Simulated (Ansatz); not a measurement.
C$_{4}$H$_{10}$S, charge +1, doublet, at a GFN2-xTB geometry (a state made from the parent by changing its charge; the spin is typed, not shown lowest). Base run: HF/cc-pVDZ in Ansatz (a quantum-chemistry and plane-wave program).

Ansatz was given this input:
Ansatz 0.2 input:
```yaml
crystal:
  periodic: [false, false, false]
  atoms:
    - {symbol: C, position_ang: [-0.26413811, 1.26657254, -1.08431863]}
    - {symbol: C, position_ang: [-0.28699211, 0.01975819, -0.22246131]}
    - {symbol: C, position_ang: [0.12360947, -1.22641897, -1.04949392]}
    - {symbol: C, position_ang: [-1.62001582, -0.21852593, 0.45970422]}
    - {symbol: S, position_ang: [1.02919655, 0.05366663, 1.05523255]}
    - {symbol: H, position_ang: [-1.04337596, 1.19147003, -1.84056877]}
    - {symbol: H, position_ang: [-0.46283692, 2.15631116, -0.48966468]}
    - {symbol: H, position_ang: [0.68505346, 1.39779586, -1.60007316]}
    - {symbol: H, position_ang: [0.13785010, -2.13038836, -0.44496995]}
    - {symbol: H, position_ang: [-0.63535108, -1.34814689, -1.82412239]}
    - {symbol: H, position_ang: [1.08947149, -1.09934658, -1.53254069]}
    - {symbol: H, position_ang: [-1.59432449, -1.08881093, 1.11221862]}
    - {symbol: H, position_ang: [-1.90838662, 0.64419106, 1.05803991]}
    - {symbol: H, position_ang: [-2.39223310, -0.38206494, -0.28865025]}
    - {symbol: H, position_ang: [1.94220774, 0.75200845, 0.34602844]}
basis:
  gaussian:
    orbitals: cc-pVDZ
hamiltonian:
  xc: hf
total_charge: 1
magnetization: {spin_polarized: true, initial_magnetization: 1}
```

Each row names what was changed in the base input (with any setting that the change needs).

```
change                                                            ΔE vs base (mEh)
----------------------------------------------------------------  ----------------
base                                                                         0.000
point_charge = charge:-1.0 position_ang:-5.3232, -2.1707, 0.6251           -89.988
fitting.mean_field = def2-universal-JKFIT                                    0.038
lower_state_search = off                                                     0.000
fitting.mean_field = cc-pVTZ-JKFIT                                           0.039
lower_state_search = light                                                   0.000
forces = on                                                                  0.000
accuracy = high                                                             -0.004
lower_state_search = full                                                    0.000
nuclear_model = gaussian                                                     0.336
point_charge = charge:1.0 position_ang:3.876, -2.6087, -2.8603              94.348
```
